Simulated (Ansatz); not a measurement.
Basis-set extrapolation for C3H7Si (`[CH]=C[SiH2]C`) radical (PBE0-D4/def2-TZVP geometry, frozen core, Ansatz 0.2.0). Multiplicity 2, UHF reference.

```json
{"": "HF", "def2-TZVPP": "-406.595040", "def2-QZVPP": "-406.609393"}
{"": "MP2 correlation", "def2-TZVPP": "-0.582917", "def2-QZVPP": "-0.622168"}
{"": "CCSD(T) correlation", "def2-TZVPP": "-0.670621", "def2-QZVPP": "not run"}
```

Energies in hartree. Use E(X) = E(∞) + A·exp(−7.88·√X) for Hartree–Fock and E(X) = E(∞) + B·X^(−2.97) for correlation, with X = 3 and 4, and add CCSD(T) minus MP2 of the smaller set to the MP2 limit.

Q: What is the CCSD(T) energy at the basis-set limit?

A: HF limit: -406.609393 + (-0.014353) × 0.13774 = -406.61137. MP2 limit: -0.622168 + (-0.039251) × 0.74074 = -0.65124. Higher-order term: -0.670621 − (-0.582917) = -0.08770. Total: -407.35031 hartree, 222.2 kJ/mol below CCSD(T)/def2-TZVPP.

The UHF reference is spin-contaminated (⟨S²⟩ = 0.93, T1 = 0.031).
